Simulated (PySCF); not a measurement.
C4H5Br, SMILES C=CC(=C)Br. Atoms are numbered in the order given.

```xyz
10

C     -1.3278    -1.9897     0.0000
C     -0.0020    -1.8168     0.0000
C      0.7209    -0.5497     0.0000
C      2.0569    -0.4573     0.0000
Br    -0.3087     1.0450     0.0000
H     -2.0132    -1.1383     0.0000
H     -1.7588    -2.9931     0.0000
H      0.6564    -2.6931     0.0000
H      2.6563    -1.3718     0.0000
H      2.5750     0.5023     0.0000
```

Geometry: PBE0-D3(BJ)/def2-SVP. One conformer was computed; it need not be the lowest.

All values below come from PySCF with PBE/def2-TZVP.

Symmetry labels are those of the subgroup Cs that the program uses (full group Cs).

Question: List the valence orbital energies around the gap with their symmetry. (The exact figures need the calculation; the answer reports its results.)

Answer: 
```csv
orbital,symmetry,energy (eV)
HOMO−7,A',-11.64
HOMO−6,A',-9.98
HOMO−5,A',-9.67
HOMO−4,A",-9.11
HOMO−3,A',-8.70
HOMO−2,A',-6.98
HOMO−1,A",-6.97
HOMO,A",-6.02
LUMO,A",-2.23
LUMO+1,A',-0.87
LUMO+2,A",0.25
LUMO+3,A',0.99
```
